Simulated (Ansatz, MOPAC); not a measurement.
Molecule: InH₂ (charge 0, doublet). SMILES: [InH2]
Geometry: optimised at B3LYP-D3(BJ)/def2-TZVP (Ansatz, a program for electronic structure).

Wanted: vertical electron affinity to the singlet, in eV. Conventions: def2 sets with scalar-relativistic core potentials past Kr; UHF or UKS for open shells; STO-3G and 3-21G all-electron and non-relativistic; spin-orbit terms left out; each state is the SCF solution reached for its charge and spin; no dispersion term unless named. Ab initio and DFT rows: single points at B3LYP-D3(BJ) geometries (Ansatz). Semi-empirical rows: differences of heats of formation at the shared geometry for vertical values.

| species | coefficient | E at B3LYP/STO-3G (Ansatz), Eh | E at wB97X-V/def2-TZVPD (Ansatz), Eh | heat of formation at PM3 (MOPAC), kcal/mol |
|---|---|---|---|---|
| charge -1, singlet | -1 | -5685.79652 | -191.28098 | 17.73 |
| charge 0, doublet | +1 | -5685.95510 | -191.24770 | 54.54 |

 1 Eh = 27.2114 eV and 1 eV = 23.0605 kcal/mol.

Compute it at each level from the table.


- B3LYP/STO-3G: the sum of coefficient times E is -0.15858 Eh, or -4.315 eV. Result: -4.32 eV.
- wB97X-V/def2-TZVPD: the sum of coefficient times E is 0.03328 Eh, or 0.906 eV. Result: 0.91 eV.
- PM3: the sum of coefficient times heat of formation is 36.81 kcal/mol, or 1.60 eV.
